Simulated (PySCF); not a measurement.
Molfile (atoms numbered from 1):
```
C7H7Cl
     RDKit          3D

 15 15  0  0  0  0  0  0  0  0999 V2000
   -3.4027    0.1628   -1.5144 Cl  0  0  0  0  0  0  0  0  0  0  0  0
   -1.6577    0.0771   -1.9595 C   0  0  0  0  0  0  0  0  0  0  0  0
   -0.8635    0.8064   -0.9440 C   0  0  0  0  0  0  0  0  0  0  0  0
    0.0650    0.2652   -0.1417 C   0  0  0  0  0  0  0  0  0  0  0  0
    0.8511    1.0007    0.8491 C   0  0  0  0  0  0  0  0  0  0  0  0
    1.6957    0.1401    1.4403 C   0  0  0  0  0  0  0  0  0  0  0  0
    1.4937   -1.1840    0.8690 C   0  0  0  0  0  0  0  0  0  0  0  0
    0.5321   -1.1179   -0.0677 C   0  0  0  0  0  0  0  0  0  0  0  0
   -1.3986   -0.9771   -2.0226 H   0  0  0  0  0  0  0  0  0  0  0  0
   -1.5779    0.5484   -2.9402 H   0  0  0  0  0  0  0  0  0  0  0  0
   -1.0895    1.8613   -0.8509 H   0  0  0  0  0  0  0  0  0  0  0  0
    0.7385    2.0518    1.0353 H   0  0  0  0  0  0  0  0  0  0  0  0
    2.4132    0.3577    2.2104 H   0  0  0  0  0  0  0  0  0  0  0  0
    2.0428   -2.0574    1.1714 H   0  0  0  0  0  0  0  0  0  0  0  0
    0.1535   -1.9271   -0.6621 H   0  0  0  0  0  0  0  0  0  0  0  0
  1  2  1  0
  2  3  1  0
  3  4  2  3
  4  5  1  0
  5  6  2  0
  6  7  1  0
  7  8  2  0
  8  4  1  0
  2  9  1  0
  2 10  1  0
  3 11  1  0
  5 12  1  0
  6 13  1  0
  7 14  1  0
  8 15  1  0
M  END
```

- structure optimised with GFN2-xTB
- shielding tensors at PBE0/pcSseg-1 (GIAO)
- run in PySCF 2.14.0 with density-fitted response routines
- rapidly exchanging positions averaged, relativity neglected, no solvent, single conformer

Q: List the cross peaks expected in HSQC, COSY and HMBC spectra.

A: 

HSQC (one-bond C–H):
```
           δH          δC
   6.78 (H14)  142.2 (C7)
   6.72 (H13)  140.4 (C6)
   6.55 (H15)  123.1 (C8)
   6.55 (H11)  144.9 (C3)
   6.30 (H12)  132.6 (C5)
4.54 (H9/H10)   48.8 (C2)
```

COSY cross peaks (H two or three bonds apart, from the bond graph; peaks can be absent where the dihedral angle is near 90°):
```
        δH             δH
6.78 (H14)     6.72 (H13)
6.78 (H14)     6.55 (H15)
6.72 (H13)     6.30 (H12)
6.55 (H11)  4.54 (H9/H10)
```

HMBC (two and three bonds, from the bond graph):
```
           δH                                                          δC
   6.78 (H14)              153.5 (C4), 140.4 (C6), 132.6 (C5), 123.1 (C8)
   6.72 (H13)              153.5 (C4), 142.2 (C7), 132.6 (C5), 123.1 (C8)
   6.55 (H15)  153.5 (C4), 144.9 (C3), 142.2 (C7), 140.4 (C6), 132.6 (C5)
   6.55 (H11)               153.5 (C4), 132.6 (C5), 123.1 (C8), 48.8 (C2)
   6.30 (H12)  153.5 (C4), 144.9 (C3), 142.2 (C7), 140.4 (C6), 123.1 (C8)
4.54 (H9/H10)                                      153.5 (C4), 144.9 (C3)
```

δ = σ(ref) − σ, references computed at the same level: TMS for ¹H (31.72 ppm), ¹³C (186.93 ppm).

Short H···H contacts in this conformer between protons four or more bonds apart (candidates for NOE cross peaks, intensity ∝ r⁻⁶): H9···H15 2.27 Å, H11···H12 2.63 Å.

Carbons that carry Cl, above all several Cl atoms, come out too deshielded, partly because spin–orbit coupling is missing. Shifts are as computed. Against solution values, carbons near 30 ppm lie about +3 ppm off and those near 130 ppm about +5 ppm; carbons on Cl a further +6 ppm. Of 1211 compounds with measured shifts, 218 miss one by over three times the rms of a fit or turn the order of signals round; such compounds aren't used in these exercises.
